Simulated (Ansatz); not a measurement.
SiH(vinyl)3 (C6H10Si). Total charge 0; triplet. Geometry B3LYP-D4/def2-SVP, that of the neutral singlet.

```csv
atom,x (Å),y (Å),z (Å)
Si1,0.033,0.076,0.046
H2,0.547,1.292,0.745
C3,-1.745,0.374,-0.477
C4,-2.406,1.520,-0.262
H5,-2.281,-0.437,-0.991
H6,-1.937,2.371,0.245
H7,-3.445,1.666,-0.579
C8,0.116,-1.388,1.218
C9,0.554,-1.310,2.482
H10,-0.213,-2.370,0.850
H11,0.898,-0.365,2.918
H12,0.591,-2.183,3.144
C13,1.094,-0.257,-1.466
C14,2.146,0.493,-1.822
H15,0.841,-1.119,-2.102
H16,2.457,1.366,-1.237
H17,2.749,0.273,-2.711
```

At PBE0-D4/def2-TZVP a singlet of charge 0 lies 4.04 eV below the triplet at the same geometry.

Q: Estimate the α-spin orbital energies around the gap (eV) in Ansatz with PBE-D4/def2-TZVP, r2SCAN-D4/def2-TZVP, PBE0-D4/def2-TZVP.

A: 
```json
{"orbital": "HOMO−5", "PBE-D4/def2-TZVP": "-7.83", "r2SCAN-D4/def2-TZVP": "-8.12", "PBE0-D4/def2-TZVP": "-9.17"}
{"orbital": "HOMO−4", "PBE-D4/def2-TZVP": "-7.72", "r2SCAN-D4/def2-TZVP": "-8.00", "PBE0-D4/def2-TZVP": "-9.04"}
{"orbital": "HOMO−3", "PBE-D4/def2-TZVP": "-7.27", "r2SCAN-D4/def2-TZVP": "-7.56", "PBE0-D4/def2-TZVP": "-8.60"}
{"orbital": "HOMO−2", "PBE-D4/def2-TZVP": "-6.71", "r2SCAN-D4/def2-TZVP": "-6.91", "PBE0-D4/def2-TZVP": "-7.84"}
{"orbital": "HOMO−1", "PBE-D4/def2-TZVP": "-6.58", "r2SCAN-D4/def2-TZVP": "-6.77", "PBE0-D4/def2-TZVP": "-7.66"}
{"orbital": "HOMO", "PBE-D4/def2-TZVP": "-2.57", "r2SCAN-D4/def2-TZVP": "-2.92", "PBE0-D4/def2-TZVP": "-3.73"}
{"orbital": "LUMO", "PBE-D4/def2-TZVP": "-1.65", "r2SCAN-D4/def2-TZVP": "-1.44", "PBE0-D4/def2-TZVP": "-0.64"}
{"orbital": "LUMO+1", "PBE-D4/def2-TZVP": "-0.71", "r2SCAN-D4/def2-TZVP": "-0.48", "PBE0-D4/def2-TZVP": "0.36"}
{"orbital": "LUMO+2", "PBE-D4/def2-TZVP": "0.62", "r2SCAN-D4/def2-TZVP": "1.11", "PBE0-D4/def2-TZVP": "1.46"}
{"orbital": "LUMO+3", "PBE-D4/def2-TZVP": "0.66", "r2SCAN-D4/def2-TZVP": "1.13", "PBE0-D4/def2-TZVP": "1.50"}
{"orbital": "LUMO+4", "PBE-D4/def2-TZVP": "0.77", "r2SCAN-D4/def2-TZVP": "1.35", "PBE0-D4/def2-TZVP": "1.59"}
{"orbital": "LUMO+5", "PBE-D4/def2-TZVP": "1.00", "r2SCAN-D4/def2-TZVP": "1.61", "PBE0-D4/def2-TZVP": "1.87"}
{"orbital": "β HOMO", "PBE-D4/def2-TZVP": "-6.50", "r2SCAN-D4/def2-TZVP": "-6.69", "PBE0-D4/def2-TZVP": "-7.61"}
{"orbital": "β LUMO", "PBE-D4/def2-TZVP": "-5.69", "r2SCAN-D4/def2-TZVP": "-5.06", "PBE0-D4/def2-TZVP": "-4.32"}
```
